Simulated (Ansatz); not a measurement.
Calculated with Ansatz (gas phase, PBE0-D4/def2-TZVP geometries, no zero-point term in ΔE). CBS: MP2 limit from def2 TZ/QZ plus the TZ coupled-cluster correction, frozen cores. This one scheme is used for every species. DFT in def2-TZVPP. One conformer a species, not always the lowest.

Reaction (hydrogenolysis of the Si–C bond): `C[SiH](F)[SiH](F)F` + H₂ → `F[SiH2][SiH](F)F` + CH₄

Question: Is it downhill or uphill in electronic energy at CCSD(T)/CBS, and by how much? (Best estimate.)

Answer: The calculation gave: Downhill: ΔE = -3.8 kcal/mol.

Question: What do these levels give: PBE, HF/def2-TZVPP, MP2/def2-TZVPP, SCS-MP2/def2-TZVPP, CCSD(T)/def2-TZVPP, MP2/def2-QZVPP? (An estimate is asked.)

Answer: Computed: PBE -4.3, HF/def2-TZVPP -9.5, MP2/def2-TZVPP -3.3, SCS-MP2/def2-TZVPP -4.8, CCSD(T)/def2-TZVPP -4.4, MP2/def2-QZVPP -3.0 kcal/mol.

Largest T1 diagnostic among the species: 0.012.

The D4 term adds +2.1 kcal/mol with B3LYP and +1.2 kcal/mol with PBE0; it sums over pairs of atoms, weighted by their polarisabilities, and B3LYP, whose exchange is more repulsive, gets the larger term. In def2-TZVPP, CCSD(T) changes the Hartree–Fock value by +5.1 kcal/mol (the triples alone add +0.9 kcal/mol) and MP2 by +6.2 kcal/mol.

B3LYP here is the variant with VWN-RPA as its local correlation; programs differ in this.
